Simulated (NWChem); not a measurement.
C3H4N3 cation; SMILES c1nc[nH+]cn1

```xyz
10

C      0.0005    -1.3551     0.0000
N     -0.0002    -0.7361    -1.1984
C     -0.0002     0.5823    -1.1779
N      0.0004     1.2693     0.0000
C     -0.0002     0.5823     1.1779
N     -0.0002    -0.7361     1.1984
H      0.0016    -2.4601     0.0000
H     -0.0007     1.1673    -2.1154
H      0.0010     2.3026     0.0000
H     -0.0007     1.1673     2.1154
```
Atoms are numbered in this order, from 1.

Level: PBE-D3(BJ)/def2-SVP (NWChem), optimised geometry, unscaled harmonic frequencies. 

```tsv
frequency (cm⁻¹)	IR intensity (km/mol)
241	11.0
339	0.0
629	11.9
671	7.5
678	75.3
811	29.3
946	3.6
953	0.0
985	0.2
1010	0.2
1081	5.4
1097	14.0
1140	3.2
1242	12.8
1277	3.7
1348	4.3
1401	64.7
1479	0.2
1559	199.2
1630	167.6
3124	22.8
3125	2.7
3132	2.3
3415	165.8
```

```json
{
  "zero_point_energy": "47.6 kcal/mol",
  "thermal correction to the enthalpy at 298.15 K (with zero-point energy)": "51.0 kcal/mol",
  "heat capacity Cv": "15.9 cal/(mol K)",
  "entropy at 298.15 K and 1 atm (symmetry number 2)": "68.2 cal/(mol K)"
}
```

Rigid rotor and harmonic oscillator.
